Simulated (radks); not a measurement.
Problem. Isoelectronic series with 26 electrons, each ion in its NIST ground configuration. All-electron calculation, Dirac Kohn-Sham, PBEsol, spin-unpolarised, spherical densities, finite nucleus; open shells fill j = l - 1/2 first; Fermi nuclear charge, rms radius of each element as measured or else 0.836 A^(1/3) + 0.57 fm. Program: a radial shooting solver on a logarithmic mesh with Libxc functionals. Total energies (hartree) and orbital eigenvalues (hartree) (* marks an orbital that is empty in some or all of the ions):

| ion | configuration | E (hartree) | 4s1/2* | 3d5/2 | 3d3/2 | 3p3/2 |
|---|---|---|---|---|---|---|
| Fe | [Ar] 3d6 4s2 | -1271.29310 | -0.19505 | -0.27339 | -0.27897 | -2.18158 |
| Cu3+ | [Ar] 3d8 | -1651.03115 | -1.25837 | -1.79048 | -1.80258 | -4.28848 |
| Ge6+ | [Ar] 3d8 | -2085.89344 | -3.12853 | -4.86899 | -4.89430 | -8.04639 |
| Br9+ | [Ar] 3d8 | -2575.94121 | -5.63509 | -9.05548 | -9.10168 | -12.92073 |
| Sr12+ | [Ar] 3d8 | -3121.65305 | -8.75545 | -14.29285 | -14.37005 | -18.85457 |
| Nb15+ | [Ar] 3d8 | -3723.67332 | -12.48404 | -20.55865 | -20.67976 | -25.82910 |
| Ru18+ | [Ar] 3d8 | -4382.76800 | -16.82176 | -27.84174 | -28.02277 | -33.83741 |
| Sn24+ | [Ar] 3d8 | -5875.82074 | -27.34450 | -45.43733 | -45.80045 | -52.95125 |
| I27+ | [Ar] 3d8 | -6711.87994 | -33.54490 | -55.74395 | -56.23725 | -64.06070 |

Estimate the row of Ag21+ ([Ar] 3d8).

Solution. E (hartree) -5099.82108; 4s1/2* -21.77300; 3d5/2 -36.13586; 3d3/2 -36.39629; 3p3/2 -42.87777.
